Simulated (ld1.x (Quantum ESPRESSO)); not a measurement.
# u(r) = r·R(r): atom against pseudo-atom (aluminium (Al))

Columns: radius, all-electron u(r) and pseudo u(r) of the 3s shell (level -7.97 eV) of aluminium in the configuration [Ne] 3s1.75 3p1.25; PBE, scalar-relativistic, RRKJ scheme, ld1.x (Quantum ESPRESSO) 7.5.

```csv
r (bohr),all-electron,pseudo
0.105,0.1118,0.0199
0.210,-0.1003,0.0400
0.315,-0.2523,0.0609
0.420,-0.2976,0.0834
0.525,-0.2619,0.1092
0.630,-0.1778,0.1400
0.735,-0.0701,0.1772
0.840,0.0449,0.2216
0.945,0.1569,0.2731
1.050,0.2603,0.3302
1.155,0.3521,0.3904
1.260,0.4310,0.4503
1.365,0.4970,0.5067
1.470,0.5510,0.5565
1.575,0.5940,0.5978
1.680,0.6271,0.6298
1.785,0.6511,0.6526
1.890,0.6668,0.6673
1.995,0.6750,0.6751
2.100,0.6769,0.6769
2.205,0.6732,0.6732
2.310,0.6649,0.6649
2.415,0.6526,0.6526
2.520,0.6371,0.6371
2.625,0.6191,0.6191
2.730,0.5991,0.5991
```

Task: How many radial nodes do the two functions have?

Result: The all-electron 3s function has n − l − 1 = 2; the pseudo-wave has 0, since the states of the same l below it are removed with the core.

Task: At about which radius was the pseudo-wave matched?

Result: 2.10 bohr, where the columns begin to agree (steps of 0.10 bohr).

Task: Where does each function peak?

Result: Outermost all-electron maximum near 2.10 bohr, pseudo maximum near 2.10 bohr (to the table’s step).

Task: Is the pseudo-wave norm-conserving?

Result: Yes: the RRKJ scheme keeps the norm inside the radius equal to the all-electron one, which fixes the energy derivative of the logarithmic derivative at the level.
